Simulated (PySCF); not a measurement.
dibromo(dichloro)methane (CBr₂Cl₂), SMILES ClC(Cl)(Br)Br.

The structure is a stationary point at ωB97X-D3(BJ)/def2-SVP.

Calculation: TDDFT-PBE/def2-SVPD (PySCF).

Vertical excitations.  State labels are in the subgroup C2v.

### Question
Give excitation energies, oscillator strengths and character. (An estimate is asked for; the answer gives what the named calculation found.)

### Answer

| state | symmetry | energy (eV) | λ (nm) | f | main pairs |
|---|---|---|---|---|---|
| S1 | B1 | 4.15 | 299 | 0.002 | HOMO→LUMO 99 % |
| S2 | A2 | 4.27 | 291 | 0.000 | HOMO−1→LUMO 99 % |
| S3 | B2 | 4.43 | 280 | 0.001 | HOMO−2→LUMO 98 % |
| S4 | A1 | 5.07 | 244 | 0.000 | HOMO→LUMO+1 54 %, HOMO−3→LUMO 46 % |
| S5 | B2 | 5.29 | 234 | 0.002 | HOMO−1→LUMO+1 50 %, HOMO−5→LUMO 50 % |
| S6 | B1 | 5.38 | 230 | 0.006 | HOMO−4→LUMO 75 %, HOMO→LUMO+2 22 % |
| S7 | A1 | 5.41 | 229 | 0.013 | HOMO−3→LUMO 51 %, HOMO→LUMO+1 45 % |
| S8 | A2 | 5.48 | 226 | 0.000 | HOMO−2→LUMO+1 95 % |
| S9 | B2 | 5.51 | 225 | 0.007 | HOMO−5→LUMO 46 %, HOMO−1→LUMO+1 46 % |
| S10 | B1 | 5.69 | 218 | 0.025 | HOMO→LUMO+2 69 %, HOMO−1→LUMO+3 15 %, HOMO−4→LUMO 14 % |
| T1 | B1 | 3.79 | 327 | 0 | HOMO→LUMO 99 % |
| T2 | A2 | 3.96 | 313 | 0 | HOMO−1→LUMO 99 % |
| T3 | B2 | 4.14 | 299 | 0 | HOMO−2→LUMO 98 % |
| T4 | A1 | 4.73 | 262 | 0 | HOMO−3→LUMO 65 %, HOMO→LUMO+1 34 % |
Triplets are in the Tamm–Dancoff approximation, which puts them higher than full response would, so one can lie above its singlet here.
